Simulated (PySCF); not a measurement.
# Mn (manganese, neutral) across methods

[Ar] 3d6 4s1, high-spin 6D determinant (an excited configuration). All numbers are calculated (PySCF 2.14, scalar relativity by spin-free X2C-1e, in x2c-QZVPPall (11s7p5d4f2g, 103 functions)).

```
 method  E (hartree)  mean ε 3d α (eV)  mean ε 4s α (eV)  mean ε 3d β (eV)  Σ⟨r²⟩ (bohr²)   ⟨S²⟩
 M06-2X    -1158.488            -8.205            -5.270            -4.155          36.43  8.775
   PBE0    -1158.298            -6.144            -5.142            -2.731          35.95  8.756
    LDA    -1156.102            -4.634            -4.800            -1.479          36.21  8.757
  wB97X    -1158.505            -8.389            -6.608            -5.222          36.16  8.760
    UHF  -1157.28200           -11.320            -6.291            -5.992          36.42  8.762
    PBE    -1158.293            -4.412            -4.615            -1.467          36.43  8.755
r2SCANh    -1158.472            -5.314            -5.090            -1.882          35.80  8.758
 r2SCAN    -1158.487            -4.638            -4.871            -1.359          35.93  8.758
  B3LYP    -1158.546            -5.806            -5.035            -2.697          36.15  8.760
```
